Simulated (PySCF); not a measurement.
## Magnetisability: `c12[n+](nsc1)CCC2=C`, [C₆H₇N₂S]+, charge +1

Geometry:
```
atom   x (Å)   y (Å)   z (Å)
  C1  -1.229   1.881  -0.303
  C2  -0.670   0.686  -0.142
  C3  -1.369  -0.659  -0.128
  C4  -0.270  -1.707   0.124
  N5   0.934  -0.920   0.193
  N6   2.136  -1.328   0.373
  S7   3.168  -0.103   0.389
  C8   1.943   1.067   0.141
  C9   0.738   0.414   0.053
 H10  -0.649   2.787  -0.298
 H11  -2.290   1.983  -0.443
 H12  -1.872  -0.831  -1.080
 H13  -2.132  -0.683   0.650
 H14  -0.184  -2.444  -0.677
 H15  -0.404  -2.252   1.063
 H16   2.144   2.117   0.073
```

Total charge +1.

Level of theory: PySCF, GIAO KT2/pcSseg-1 magnetisability, rotational g tensor and spin-rotation constants, non-relativistic, gas phase. Geometry: GFN2-xTB.

For an ion the centre-of-mass motion in the field is neglected.

**Question.** How diamagnetic is it, and how anisotropic?

**Answer.** Isotropic -1215 × 10⁻³⁰ J/T², or -73.2 × 10⁻⁶ cm³/mol; principal values -1710, -1021, -914 × 10⁻³⁰ J/T², anisotropy 749 × 10⁻³⁰ J/T² (root of half the summed squared differences of the principal values). The susceptibility is in cgs units.

**Question.** Split it along the inertial axes a, b, c into diamagnetic and paramagnetic parts about the centre of mass, with the quadrupole moment.

**Answer.** 
```tsv
axis	χ (10⁻⁶ cm³/mol)	diamagnetic (10⁻⁶ cm³/mol)	paramagnetic (10⁻⁶ cm³/mol)	summed x² of all electrons (Å²)	quadrupole Θ (D Å)
a	-55.7	-509.4	453.7	228.5	+14.32
b	-60.8	-1033.6	972.8	105.0	+4.29
c	-103.0	-1415.0	1312.0	15.1	-18.61
```
Anisotropies 2χaa − χbb − χcc = +52.4 and 2χbb − χaa − χcc = +37.1 × 10⁻⁶ cm³/mol. Θ is traceless in Buckingham's convention.

**Question.** And the rotational g tensor?

**Answer.** 
| axis | rotational constant (GHz) | g | nuclear part | electronic part |
| --- | --- | --- | --- | --- |
| a | 3.0329 | -0.0464 | 0.6001 | -0.6465 |
| b | 1.2300 | -0.0125 | 0.5497 | -0.5622 |
| c | 0.8847 | +0.0142 | 0.5595 | -0.5453 |

Asymmetric top; isotopes 12C, 1H, 14N, 32S; no vibrational averaging.
